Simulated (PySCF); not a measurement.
**CH2BF3O2**

The system: CH2BF3O2, a molecule; neutral, singlet. The structure, one conformer, was relaxed in the gas phase by PBE0-D3(BJ)/def2-SVP. No frequency run checks that it is a minimum.

SMILES: OB(O)C(F)(F)F

| atom | x (Å) | y (Å) | z (Å) |
| --- | --- | --- | --- |
| O1 | 0.183 | -0.067 | -1.801 |
| B2 | -0.343 | -0.247 | -0.576 |
| O3 | -1.522 | -0.881 | -0.432 |
| C4 | 0.453 | 0.293 | 0.725 |
| F5 | -0.384 | 0.789 | 1.653 |
| F6 | 1.153 | -0.688 | 1.316 |
| F7 | 1.327 | 1.266 | 0.412 |
| H8 | 1.006 | 0.432 | -1.785 |
| H9 | -1.829 | -0.920 | 0.479 |

Shieldings: GIAO PBE0/pcSseg-2. Shifts are against computed references at the same level: C TMS (σ 184.1 ppm), H TMS (σ 31.24 ppm). Core levels by delta-SCF with SCAN, pcX-2 on the ionised atom and pcseg-1 elsewhere, spin-free X2C; from the vacuum level, for chosen atoms.

Task: Give the shieldings and core levels atom by atom.

Result: 
```
atoms  bonded to  σ (ppm)  δ (ppm)  core level (eV)
   O1  1 B + 1 H    208.5        -        1s 540.00
   B2  1 C + 2 O     75.5        -        1s 198.61
   O3  1 B + 1 H    212.0        -        1s 540.02
   C4  1 B + 3 F     51.9    132.2        1s 298.06
   F5        1 C    263.6        -        1s 694.24
   F6        1 C    257.8        -                -
   F7        1 C    264.6        -                -
   H8        1 O    26.61     4.63                -
   H9        1 O    26.85     4.39                -
```

Values are those of this one static structure; atoms that internal rotation interchanges would show their mean in an NMR spectrum.

Task: By CAM-B3LYP/def2-SVPD (TDDFT singlets, Tamm-Dancoff triplets, ionisation by delta-SCF), where does absorption start, and what does vertical ionisation take?

Result: The lowest singlet lies at 8.14 eV (f 0.005), the strongest of the first 6 at 9.19 eV (f 0.114), the lowest triplet at 7.42 eV; vertical ionisation takes 12.55 eV.
